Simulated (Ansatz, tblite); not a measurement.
Removing and adding an electron: SrS2. The state is a singlet with charge 0. Geometry: PBE0-D4/def2-TZVP. Ansatz, gas phase; energy differences of separate SCF runs; the oxidised species was run as a doublet alone; the reduced species was run as a doublet alone.

```xyz
3

Sr    1.057   -0.800   -0.833
S     0.117    0.368    1.266
S    -1.174    0.432   -0.433
```

In the def2 sets Sr takes a core potential; there is no spin–orbit coupling. The xTB rows come from tblite. Correlated methods freeze 10 core orbitals; core or outer-core shells of Sr are correlated, in sets that lack core-valence functions. The structure comes from a short search, and lower isomers may exist.

Task: Estimate orbital energies and vertical ionisation energies and electron affinities at: GFN1-xTB; GFN2-xTB; HF/def2-TZVPD; HF/def2-TZVPP; PBE-D4/def2-TZVP; PBE-D4/def2-TZVPD; r2SCAN-D4/def2-TZVP; r2SCAN-D4/def2-TZVPD; PBE0-D4/def2-TZVP; PBE0-D4/def2-TZVPD; MP2/def2-TZVPD; MP2/def2-TZVPP; CCSD/def2-TZVPD; CCSD/def2-TZVPP; CCSD(T)/def2-TZVPD; CCSD(T)/def2-TZVPP.

Result: 
```tsv
level	−HOMO (eV)	vertical IE (eV)	−LUMO (eV)	vertical EA (eV)	HOMO–LUMO gap (eV)	IE − EA (eV)	remarks
GFN1-xTB	7.98	11.25	6.53	4.00	1.45	7.25	–
GFN2-xTB	9.32	12.41	7.03	6.67	2.30	5.75	–
HF/def2-TZVPD	–	–	–	1.11	–	–	–
HF/def2-TZVPP	–	5.33	–	–	–	–	–
PBE-D4/def2-TZVP	3.39	6.25	2.68	–	0.70	–	–
PBE-D4/def2-TZVPD	3.44	–	2.70	1.17	0.74	–	HOMO above zero (-1 doublet)
r2SCAN-D4/def2-TZVP	3.45	6.20	2.16	–	1.29	–	–
r2SCAN-D4/def2-TZVPD	3.49	–	2.15	1.17	1.34	–	HOMO above zero (-1 doublet)
PBE0-D4/def2-TZVP	4.29	6.25	2.18	–	2.12	–	–
PBE0-D4/def2-TZVPD	4.34	–	2.19	1.22	2.15	–	–
MP2/def2-TZVPD	–	–	–	1.24	–	–	–
MP2/def2-TZVPP	–	6.13	–	–	–	–	–
CCSD/def2-TZVPD	–	–	–	1.28	–	–	–
CCSD/def2-TZVPP	–	6.03	–	–	–	–	–
CCSD(T)/def2-TZVPD	–	–	–	1.27	–	–	–
CCSD(T)/def2-TZVPP	–	6.05	–	–	–	–	–
```

   A HOMO above zero means that the electron is unbound at that level or that self-interaction error raises the level; the energy of removing that electron tells which. Raw xTB energy differences between charge states are shifted by several eV; the methods need an empirical correction for them.
